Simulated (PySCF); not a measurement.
# Radial density of S²⁺ (sulfur, charge +2)

UHF, [Ne] 3s2 3p2, high-spin 3P determinant. Calculation: PySCF 2.14, in x2c-TZVPall (5s5p2d1f, 37 functions); the spin-free X2C one-electron Hamiltonian (Gaussian nucleus).

```tsv
r (bohr)	4πr²ρ (e/bohr)	4πr²(ρα − ρβ)
0.00170	0.1069	0.0000
0.00286	0.2862	0.0000
0.00480	0.7324	0.0001
0.00808	1.817	0.0002
0.0136	4.212	0.0005
0.0229	8.720	0.0015
0.0385	14.84	0.0056
0.0647	18.40	0.0239
0.109	14.85	0.0924
0.183	12.22	0.2408
0.308	17.42	0.2829
0.518	12.22	0.0063
0.871	3.165	0.4173
1.47	2.887	1.3344
2.46	0.9095	0.5364
4.14	0.02851	0.0190
6.97	6.591e-05	0.0001
```

Densities and radii are taken from the X2C orbitals without a picture-change correction, which distorts them close to the nucleus.
